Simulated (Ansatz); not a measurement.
Gas-phase electronic energies from Ansatz, PBE0-D4/def2-TZVP geometries. CCSD(T)/CBS adds triple-zeta CCSD(T) − MP2 to the extrapolated MP2 energy (def2 sets, frozen cores). This one scheme is used for every species. DFT in def2-TZVPP. HSE06 is defined as in plane-wave codes. One conformer a species, not always the lowest.

Consider the ligand exchange at the Al–N bond: `F[SiH2][NH][AlH2]` + H–F → `[F][AlH2]` + `N[SiH2]F`.

`F[SiH2][NH][AlH2]`:

```xyz
9

F     1.545   -1.470    1.292
Si    0.651   -1.219   -0.014
N     0.366    0.443   -0.284
Al   -1.091    1.407    0.104
H     1.408   -1.824   -1.134
H    -0.652   -1.881    0.220
H     1.144    0.947   -0.692
H    -1.059    2.948   -0.249
H    -2.312    0.650    0.758
```

H–F:

Z-matrix (Å, degrees):
```
F
H 1 0.920
```

`[F][AlH2]`:

```xyz
4

F     0.597    1.337   -0.632
Al   -0.021   -0.046    0.021
H     0.937   -1.296    0.088
H    -1.514    0.005    0.522
```

`N[SiH2]F`:

```xyz
7

N    -0.151   -0.122    1.030
Si   -0.024    0.061   -0.651
F     1.467    0.316   -1.186
H     0.104   -0.978    1.493
H    -0.119    0.666    1.655
H    -0.805    1.252   -1.050
H    -0.472   -1.195   -1.291
```

**Question.** Is it downhill or uphill in electronic energy at CCSD(T)/CBS, and by how much? (An estimate is asked.)

**Answer.** The calculation gave: Downhill: ΔE = -0.85 eV.

**Question.** What do these levels give: LDA (SPW92), PBE-D4, PBE0-D4, r2SCANh-D4, HSE06-D4, CAM-B3LYP-D4, BLYP, r2SCAN, RPA@PBE/def2-TZVPP, HF/def2-TZVPP, CCSD/def2-TZVPP, MP2/CBS(def2)? (Estimate.)

**Answer.** Ansatz gave: LDA (SPW92) -0.83, PBE-D4 -0.84, PBE0-D4 -0.83, r2SCANh-D4 -0.89, HSE06-D4 -0.83, CAM-B3LYP-D4 -0.94, BLYP -1.01, r2SCAN -0.91, RPA@PBE/def2-TZVPP -0.83, HF/def2-TZVPP -1.00, CCSD/def2-TZVPP -0.86, MP2/CBS(def2) -0.85 eV.

Largest T1 diagnostic among the species: 0.012.

In def2-TZVPP, CCSD(T) changes the Hartree–Fock value by +0.17 eV (the triples alone add +0.03 eV) and MP2 by +0.17 eV. Leaving LDA and LC-ωPBE aside and taking each functional with its dispersion term where it has one, the values, not all of them listed here, spread over 0.13 eV, from CAM-B3LYP-D4 to revPBE-D4. LDA lies +0.07 eV from PBE without D4. The D4 term adds +0.08 eV with B3LYP and +0.04 eV with PBE0; it sums over pairs of atoms, weighted by their polarisabilities, and B3LYP, whose exchange is more repulsive, gets the larger term.

B3LYP here is the variant with VWN-RPA as its local correlation; programs differ in this.
